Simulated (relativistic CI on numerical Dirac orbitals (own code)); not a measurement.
**What each ingredient does to the levels of Se¹⁵⁺**

Base calculation: Dirac-Coulomb-Breit CI, separate exchange-only KLI orbitals for each configuration, model QED (radiative potential, 1s self-energy scaled to tabulated hydrogen-like ionisation energies), unscaled Slater integrals.

Configuration list (outside the closed core [Ne]): 3s2.3p6.3d, 3s2.3p5.3d2, 3s.3p6.3d2, 3s2.3p6.4s, 3s2.3p6.4p, 3s2.3p6.4d, 3s2.3p6.4f, 3s2.3p5.3d.4s, 3s2.3p5.3d.4p, 3s2.3p6.5s, 3s2.3p6.5p, 3s2.3p5.3d.4d, 3s.3p6.3d.4s, 3s2.3p6.5d, 3s2.3p6.5f, 3s2.3p6.5g, 3s.3p6.3d.4p, 3s2.3p5.3d.4f, 3s2.3p6.6s, 3p6.3d2.4p, 3s2.3p6.6p, 3s2.3p6.6d, 3p6.3d3, 3p5.3d4, 3p6.3d2.4s, 3p5.3d3.4s. Double excitations out of closed p, d and f shells are left out; levels of such configurations are missing from the list, as are those of other unlisted configurations, and high levels can miss mixing partners. These lack a partner that the ground configuration has and come out too high: 3s2.3p5.3d.4p, 3s2.3p5.3d.4d, 3s2.3p5.3d.4f.

The lowest level and the first level of each name with at least 55 % of one term (blank where a level has no safe partner in the second run):

| Level | Base (cm⁻¹) | Shift (cm⁻¹) |
| --- | --- | --- |
| 3s2.3p6.3d 2D_3/2 | 0 | 0 |
| 3s2.3p6.3d 2D_5/2 | 11034 | +720 |
| 3s2.3p5.3d2 4D°_1/2 | 647004 | +1417 |
| 3s2.3p5.3d2 4D°_3/2 | 650928 | +1551 |
| 3s2.3p5.3d2 4D°_5/2 | 657643 | +1891 |
| 3s2.3p5.3d2 4D°_7/2 | 667376 | +2556 |
| 3s2.3p5.3d2 4G°_11/2 | 688380 | +2909 |
| 3s2.3p5.3d2 4G°_9/2 | 688569 | +2247 |
| 3s2.3p5.3d2 4G°_7/2 | 692014 | +1832 |
| 3s2.3p5.3d2 4P°_5/2 | 699690 | +2088 |
| 3s2.3p5.3d2 4P°_3/2 | 707206 | +1773 |
| 3s2.3p5.3d2 4P°_1/2 | 717693 | +1943 |
| 3s2.3p5.3d2 2D°_5/2 | 720528 | +2350 |
| 3s2.3p5.3d2 4F°_9/2 | 722059 | +2801 |
| 3s2.3p5.3d2 2F°_7/2 | 741987 | +2623 |
| 3s2.3p5.3d2 2P°_1/2 | 745762 | +2295 |
| 3s2.3p5.3d2 2H°_11/2 | 746857 | +2606 |
| 3s2.3p5.3d2 2G°_7/2 | 772519 | +3012 |
| 3s2.3p5.3d2 2H°_9/2 | 775296 | +2694 |
| 3s2.3p5.3d2 2G°_9/2 | 791750 | +3723 |
| 3s2.3p5.3d2 2D°_3/2 | 822281 |  |
| 3s2.3p5.3d2 2S°_1/2 | 833341 | +2387 |

At this charge energies of transitions that change n are usually good to better than 1 %, and those within a shell (Δn = 0) to a few per cent.

(1) One thing was changed in a second run, which moved the levels as shown. Which?
A. Breit term removed
B. configuration mixing switched off
C. only the first 3 configurations
D. QED terms removed

## Answers

(1) A. Breit term removed. The Breit term mainly narrows fine-structure intervals, so removing it widens them.

LS names give the leading component of a level, which can be under half, so a name can repeat, a term be missing and a line seem to break the LS rules.
